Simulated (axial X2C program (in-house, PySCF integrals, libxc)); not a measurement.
Worked dissociation energy of CoS⁺: CCSD, spin-free

All values were computed with an in-house all-electron X2C program for linear molecules (integrals from PySCF). Spin-free means the one-electron spin-free X2C Hamiltonian. Basis: Co dyall-cv3z [9s10p6d3f2g], S dyall-av3z [9s8p3d2f] (cores contracted in-house); Gaussian nuclei, density fitting, unrestricted open shells. Masses: Co 58.933 u, S 31.972 u.

Molecular state: M_S = 2, Λ = 2 (beyond evenly filled blocks: σα, π+α, π-α, δ+α, δ+β, δ-α).

Correlated methods: 14 electrons correlated (number of frozen shells: Co 3 s, 2 p; S 2 s, 1 p), 250 virtual spin orbitals or spinors in MP2, 90 natural virtuals in coupled cluster.

- E(Co+) (2M_S = 2, M_L = 2): -1391.875787 hartree
- E(S) (2M_S = 2, M_L = 0): -398.740455 hartree
- E(CoS⁺) at Re: -1790.700503 hartree
- ωe: 444.3 cm⁻¹
- ωexe: 1.1 cm⁻¹

Q: Work out De and D0.

A: De = -1391.875787 + (-398.740455) − (-1790.700503) = 0.08426 hartree = 2.293 eV. The zero-point energy is ωe/2 − ωexe/4 = 222 cm⁻¹ = 0.028 eV, so D0 = 2.265 eV.

One determinant describes the state; a PBE0 search over occupations chose it and may have missed a lower one. De is counted from the lowest determinant-based energies of the atoms at the same level, without counterpoise correction. CCSD ran in a truncated set of natural virtual spinors with an MP2 remainder; without triples it tends to underbind. PBE0 can misorder states that lie within some tenths of an eV, so this need not be the ground state of the molecule. The nearest other spin-free determinant of the search, M_S = 1, Λ = 4, lies 0.78 eV up at the distance of the search. The T1 diagnostic is large, a sign of multireference character.

Each atomic determinant is the lowest at this level and need not be a pure term. Totals compare only within one Hamiltonian and basis.
